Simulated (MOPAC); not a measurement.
Input file for MOPAC: PM6 on CH10GeSi (a complex), monomers drawn apart or pushed together.

```
PM6 1SCF PRECISE CHARGE=0 THREADS=1
CH10GeSi

Si     0.66080176 1     1.33791132 1     0.64120448 1
Ge    -0.36327853 1    -0.80312333 1     0.37042253 1
H      0.10281531 1     2.03573018 1     1.82168199 1
H      0.41364779 1     2.16509865 1    -0.56402167 1
H      2.12381500 1     1.18202262 1     0.82137389 1
H      0.11555655 1    -1.79325123 1     1.44607971 1
H     -0.01901249 1    -1.39424524 1    -1.00953434 1
H     -1.89585503 1    -0.69020458 1     0.47132665 1
C      0.08181952 1     0.07830427 1     4.94772773 1
H      0.03513412 1    -0.46049756 1     5.89312588 1
H      0.19634121 1     1.14403167 1     5.13953134 1
H      0.93176631 1    -0.28072736 1     4.36916884 1
H     -0.83655195 1    -0.09267535 1     4.38777461 1
```

Program output:

```
*******************************************************************************
 **                                                                           **
 **                              MOPAC v23.2.5                                **
 **                                                                           **
 *******************************************************************************
 ** MOPAC's Digital Object Identifier: https://doi.org/10.5281/zenodo.6511958 **
 **                                                                           **
 ** Please cite the open-source release paper for use of this MOPAC version:  **
 ** J. E. Moussa and J. J. P. Stewart (2026)                                  **
 ** MOPAC: An open-source semiempirical molecular orbital program             **
 ** J. Open Source Softw., 11(119), 8025, https://doi.org/10.21105/joss.08025 **
 *******************************************************************************

                              PM6 CALCULATION RESULTS

 *******************************************************************************
 *  PM6        - The PM6 Hamiltonian to be used
 *
 *
 *
 *                 CHARGE ON SYSTEM = 0
 *
 *
 *
 *  PRECISE    - TIGHTER CRITERIA TO BE USED
 *  1SCF       - DO 1 SCF AND THEN STOP
 *  THREADS=1  - MULTI-THREADING NOT USED
 *  T=         - A TIME OF 172800.0 SECONDS REQUESTED
 *  DUMP=N     - RESTART FILE WRITTEN EVERY 7200.0 SECONDS REQUESTED
 *******************************************************************************
PM6 1SCF PRECISE CHARGE=0 THREADS=1
 CH10GeSi

   ATOM   CHEMICAL          X               Y               Z
  NUMBER   SYMBOL      (ANGSTROMS)     (ANGSTROMS)     (ANGSTROMS)

     1      Si          0.66080176  *   1.33791132  *   0.64120448  *
     2      Ge         -0.36327853  *  -0.80312333  *   0.37042253  *
     3       H          0.10281531  *   2.03573018  *   1.82168199  *
     4       H          0.41364779  *   2.16509865  *  -0.56402167  *
     5       H          2.12381500  *   1.18202262  *   0.82137389  *
     6       H          0.11555655  *  -1.79325123  *   1.44607971  *
     7       H         -0.01901249  *  -1.39424524  *  -1.00953434  *
     8       H         -1.89585503  *  -0.69020458  *   0.47132665  *
     9       C          0.08181952  *   0.07830427  *   4.94772773  *
    10       H          0.03513412  *  -0.46049756  *   5.89312588  *
    11       H          0.19634121  *   1.14403167  *   5.13953134  *
    12       H          0.93176631  *  -0.28072736  *   4.36916884  *
    13       H         -0.83655195  *  -0.09267535  *   4.38777461  *



          CARTESIAN COORDINATES

    NO.       ATOM           X           Y           Z

     1        Si          0.6608      1.3379      0.6412
     2        Ge         -0.3633     -0.8031      0.3704
     3         H          0.1028      2.0357      1.8217
     4         H          0.4136      2.1651     -0.5640
     5         H          2.1238      1.1820      0.8214
     6         H          0.1156     -1.7933      1.4461
     7         H         -0.0190     -1.3942     -1.0095
     8         H         -1.8959     -0.6902      0.4713
     9         C          0.0818      0.0783      4.9477
    10         H          0.0351     -0.4605      5.8931
    11         H          0.1963      1.1440      5.1395
    12         H          0.9318     -0.2807      4.3692
    13         H         -0.8366     -0.0927      4.3878

 General Reference for PM6:
 "Optimization of Parameters for Semiempirical Methods V: Modification of NDDO Approximations
 and Application to 70 Elements", J. J. P. Stewart, J. Mol. Mod., 13, 1173-1213 (2007)
 URL: https://link.springer.com/article/10.1007/s00894-007-0233-4

           Empirical Formula: C H10 Si Ge  =    13 atoms



      MOLECULAR POINT GROUP   :   C1


      RHF CALCULATION, NO. OF DOUBLY OCCUPIED LEVELS = 11


 -------------------------------------------------------------------------------
 PM6 1SCF PRECISE CHARGE=0 THREADS=1
 CH10GeSi



     1SCF WAS SPECIFIED, SO BFGS WAS NOT USED
     SCF FIELD WAS ACHIEVED


                              PM6 CALCULATION
                                                       MOPAC v23.2.5 Linux




          FINAL HEAT OF FORMATION =        217.73079 KCAL/MOL =     910.98562 KJ/MOL


          COSMO AREA              =        161.34 SQUARE ANGSTROMS
          COSMO VOLUME            =        155.56 CUBIC ANGSTROMS

          IONIZATION POTENTIAL    =         10.077016 EV
          HOMO LUMO ENERGIES (EV) =        -10.077 -0.374
          NO. OF FILLED LEVELS    =         11
          MOLECULAR WEIGHT        =        122.7655         POINT GROUP:  C1

          MOLECULAR DIMENSIONS (Angstroms)

            Atom       Atom       Distance
            H    10    H     4     6.98082
            H    11    H     7     4.69131
            H     5    H     8     3.78505


          SCF CALCULATIONS        =          1





   ATOM   CHEMICAL          X               Y               Z
  NUMBER   SYMBOL      (ANGSTROMS)     (ANGSTROMS)     (ANGSTROMS)

     1      Si          0.66080176  *   1.33791132  *   0.64120448  *
     2      Ge         -0.36327853  *  -0.80312333  *   0.37042253  *
     3       H          0.10281531  *   2.03573018  *   1.82168199  *
     4       H          0.41364779  *   2.16509865  *  -0.56402167  *
     5       H          2.12381500  *   1.18202262  *   0.82137389  *
     6       H          0.11555655  *  -1.79325123  *   1.44607971  *
     7       H         -0.01901249  *  -1.39424524  *  -1.00953434  *
     8       H         -1.89585503  *  -0.69020458  *   0.47132665  *
     9       C          0.08181952  *   0.07830427  *   4.94772773  *
    10       H          0.03513412  *  -0.46049756  *   5.89312588  *
    11       H          0.19634121  *   1.14403167  *   5.13953134  *
    12       H          0.93176631  *  -0.28072736  *   4.36916884  *
    13       H         -0.83655195  *  -0.09267535  *   4.38777461  *

                             CARTESIAN COORDINATES

   1   Si        0.660801760     1.337911320     0.641204480
   2   Ge       -0.363278530    -0.803123330     0.370422530
   3    H        0.102815310     2.035730180     1.821681990
   4    H        0.413647790     2.165098650    -0.564021670
   5    H        2.123815000     1.182022620     0.821373890
   6    H        0.115556550    -1.793251230     1.446079710
   7    H       -0.019012490    -1.394245240    -1.009534340
   8    H       -1.895855030    -0.690204580     0.471326650
   9    C        0.081819520     0.078304270     4.947727730
  10    H        0.035134120    -0.460497560     5.893125880
  11    H        0.196341210     1.144031670     5.139531340
  12    H        0.931766310    -0.280727360     4.369168840
  13    H       -0.836551950    -0.092675350     4.387774610


           Empirical Formula: C H10 Si Ge  =    13 atoms



      MOLECULAR POINT GROUP   :   C1


                  EIGENVALUES
 -25.10997 -19.96583 -18.22286 -13.66433 -13.65994 -13.64804 -12.53465 -12.51389
 -11.55695 -11.54935 -10.07702  -0.37386   0.71873   0.72259   1.30733   1.45295
   1.45388   2.37222   2.38135   3.19429   3.94037   4.37784   4.38460   5.98716
   5.99459   5.99533   7.21253


              NET ATOMIC CHARGES AND DIPOLE CONTRIBUTIONS

  ATOM NO.   TYPE          CHARGE      No. of ELECS.   s-Pop       p-Pop       d-Pop
    1         Si           0.215630        3.7844     1.24398     2.10849     0.43190
    2         Ge          -0.786723        4.7867     1.22588     3.56084
    3          H           0.014973        0.9850     0.98503
    4          H           0.013976        0.9860     0.98602
    5          H           0.013984        0.9860     0.98602
    6          H           0.176121        0.8239     0.82388
    7          H           0.176080        0.8239     0.82392
    8          H           0.175767        0.8242     0.82423
    9          C          -0.655483        4.6555     1.07939     3.57610
   10          H           0.163500        0.8365     0.83650
   11          H           0.163887        0.8361     0.83611
   12          H           0.163573        0.8364     0.83643
   13          H           0.164713        0.8353     0.83529
 DIPOLE           X         Y         Z       TOTAL
 POINT-CHG.     0.711     1.511     0.180     1.680
 HYBRID        -0.566    -1.180    -0.133     1.315
 SUM            0.144     0.332     0.047     0.365


          ATOMIC ORBITAL ELECTRON POPULATIONS

     Atom    s        px        py        pz      x^2-y^2     xz        z^2       yz        xy
    1 Si   1.24398   0.72778   0.62368   0.75703   0.11480   0.04409   0.09137   0.14381   0.03783
    2 Ge   1.22588   1.17193   1.23414   1.15477
    3  H   0.98503
    4  H   0.98602
    5  H   0.98602
    6  H   0.82388
    7  H   0.82392
    8  H   0.82423
    9  C   1.07939   1.19229   1.19171   1.19209
   10  H   0.83650
   11  H   0.83611
   12  H   0.83643
   13  H   0.83529

 **********************
 *                    *
 * JOB ENDED NORMALLY *
 *                    *
 **********************




 == MOPAC DONE ==
```

The run finished.

Cost: about 0.04 core-seconds (a rough figure).
